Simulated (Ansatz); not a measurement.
Cartesian coordinates (Å):
SMILES: O[Si](O)(O)O
```xyz
9

O     -0.9521    -1.1300     0.6905
Si     0.0000     0.0000     0.0000
O     -0.6227     0.2845    -1.4804
O      0.0571     1.4419     0.7602
O      1.5178    -0.5964     0.0297
H     -0.5788    -1.6086     1.4317
H     -0.9804    -0.4724    -1.9463
H     -0.6691     2.0435     0.5907
H      2.2283     0.0376    -0.0762
```
Charge 0, spin multiplicity 1.

Computed with Ansatz (a quantum-chemistry and plane-wave program) with frozen-core CCSD(T)/cc-pVTZ // PBE0-D3(BJ)/def2-TZVP.

```json
{
 "HF energy": "-591.08451 Ha",
 "MP2 correlation energy": "-1.07769 Ha"
}
```

Estimate the CCSD correlation energy, the (T) correction, the total energy and the T1 diagnostic.


```
Quantity                         Value
-----------------------  -------------
CCSD correlation energy    -1.08812 Ha
(T) correction             -0.03746 Ha
CCSD(T) total energy     -592.21009 Ha
T1 diagnostic                    0.011
```
